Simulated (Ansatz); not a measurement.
AlBH6InPSi from Hartree–Fock to CCSD(T)

```xyz
11

Al    1.393   -0.219   -0.792
Si   -1.373   -0.478   -0.703
B    -0.241   -0.255    0.799
P     0.863    1.296    1.034
In   -1.838    1.886    1.277
H     2.459   -1.368   -0.568
H     1.232    0.620   -2.129
H    -2.152   -1.719   -0.917
H    -0.249   -1.186    1.549
H     1.531    0.897    2.217
H    -1.627    0.526   -1.769
```

Total charge 0; spin multiplicity 1. Correlated methods include outer-core shells of In, which these sets cover unevenly. In takes the def2 core potential. The bonds changed during the relaxation, so this is another structure than the one it started from. Geometry: relaxed with PBE0-D4/def2-TZVP. Frozen core, restricted reference, Ansatz.

```csv
basis,HF (Eh),MP2 corr.,CCSD corr.,(T),CCSD(T) total
def2-SVP,-1088.67426,-0.47129,-0.53489,-0.02388,-1089.23303
def2-TZVPP,-1089.00864,-0.77092,-0.81217,-0.03847,-1089.85928
def2-QZVPP,-1089.03579,-0.99338,–,–,–
```
